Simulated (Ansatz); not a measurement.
C3H10BO3 (SMILES COB(OC)[OH+]C), charge +1, singlet, at a GFN2-xTB geometry; Ansatz (a first-principles code) with CCSD/6-31G.

The Ansatz input:
Ansatz 0.2 input:
```yaml
crystal:
  periodic: [false, false, false]
  atoms:
    - {symbol: C, position_ang: [0.15683431, 2.53425652, -0.34785853]}
    - {symbol: O, position_ang: [-0.53708415, 1.31730493, -0.09618469]}
    - {symbol: B, position_ang: [-0.12483788, 0.08001048, 0.00055359]}
    - {symbol: O, position_ang: [-0.80250431, -1.02543469, 0.18071736]}
    - {symbol: C, position_ang: [-2.22288310, -1.16389613, 0.26844763]}
    - {symbol: O, position_ang: [1.38032908, -0.19975549, -0.13585076]}
    - {symbol: C, position_ang: [1.90550999, -1.52900677, 0.09327589]}
    - {symbol: H, position_ang: [0.84460794, 2.42826681, -1.18766603]}
    - {symbol: H, position_ang: [0.69494662, 2.85168721, 0.54740565]}
    - {symbol: H, position_ang: [-0.59875153, 3.27995768, -0.59103949]}
    - {symbol: H, position_ang: [-2.71528689, -0.19472882, 0.22236326]}
    - {symbol: H, position_ang: [-2.44643146, -1.65871481, 1.21278740]}
    - {symbol: H, position_ang: [-2.54765464, -1.79182191, -0.56050416]}
    - {symbol: H, position_ang: [1.94869990, 0.47036884, 0.27633700]}
    - {symbol: H, position_ang: [2.91138608, -1.57342308, -0.32151260]}
    - {symbol: H, position_ang: [1.91459255, -1.77025310, 1.15555638]}
    - {symbol: H, position_ang: [1.25538843, -2.22643081, -0.42914037]}
basis:
  gaussian:
    orbitals: 6-31G
    fitting: {mean_field: cc-pVTZ-JKFIT, correlation: cc-pVTZ-RIFIT}
total_charge: 1
magnetization: {spin_polarized: false}
correlation: {method: ccsd}
```

The log (banner, timings and long lists left out):

```
Functional definition: HF
853 factors; integrals over basis functions are off by at most 1.8e-3 eV
867 factors; integrals over basis functions are off by at most 1.1e-3 eV
mean field evaluation 1: about -10019.8482 eV, gradient 5.0e1 eV
mean field evaluation 2: about -10023.6297 eV, gradient 2.7e1 eV
mean field evaluation 4: about -10024.8682 eV, gradient 7.9e-1 eV
mean field evaluation 8: about -10019.8483 eV, gradient 5.0e1 eV
mean field -10024.87026623 eV, -368.4071871828 hartree, gradient 2.1e-6 eV, S^2 0.000000; 0 other end points of the search recorded, 0 dependent functions left out
7 core orbitals not correlated
reference -10024.87026623 eV, -368.4071871828 hartree; 21, 21 occupied and 55, 55 virtual orbitals, 867 factors
second order -18.29691069 eV of doubles, -0.00000000 eV of singles
cycle   1  -18.87233216 eV  change   -5.8e-1 eV  update   1.2e-1
cycle   2  -19.54222577 eV  change   -6.7e-1 eV  update   3.5e-2
cycle   3  -19.73019477 eV  change   -1.9e-1 eV  update   1.7e-2
cycle   4  -19.73157348 eV  change   -1.4e-3 eV  update   3.4e-3
cycle   5  -19.73114191 eV  change    4.3e-4 eV  update   1.2e-3
cycle   6  -19.73115675 eV  change   -1.5e-5 eV  update   3.6e-4
cycle   7  -19.73087102 eV  change    2.9e-4 eV  update   1.2e-4
cycle   8  -19.73077650 eV  change    9.5e-5 eV  update   3.8e-5
cycle   9  -19.73078041 eV  change   -3.9e-6 eV  update   1.2e-5
Total energy: -10044.60104664 eV, -369.1322799889 hartree
```
